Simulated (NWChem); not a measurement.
System: CH3ClO2Si; SMILES O=C(O)[SiH2]Cl

```xyz
8

O     -0.6805    -2.2895    -0.3311
C      0.0290    -1.3197    -0.1590
O      1.3072    -1.3984     0.2600
Si    -0.6899     0.4286    -0.4971
Cl     0.6578     1.9624    -0.1464
H      1.5095    -2.3503     0.3812
H     -1.8541     0.5894     0.3996
H     -1.0966     0.4537    -1.9182
```
Atoms are numbered in this order, from 1.

Results from NWChem. Pople sets run with spherical d functions. The geometry was optimised at B3LYP/6-31G* (spherical d). Core excitations by TDA in a window of 1s orbitals, non-relativistic and unshifted: absolute energies depend strongly on the exact-exchange share.

For level Si K edge, PBE0/6-311G**:

| Item | Value |
|---|---|
| first 1s excitation (eV) | 1801.2 |
| dipole oscillator strength of the first | 0.0008 |
| first state with f > 0.002 (eV) | 1801.4 |
| dipole oscillator strength of that state | 0.0047 |

Question: How do the values read with level Cl K edge, PBE0/6-311G** instead?

Answer: The first 1s excitation (eV) comes out as 2765.9 and the dipole oscillator strength of the first is 0.0029. The first state with f > 0.002 (eV) comes out as 2765.9 and the dipole oscillator strength of that state is 0.0029.
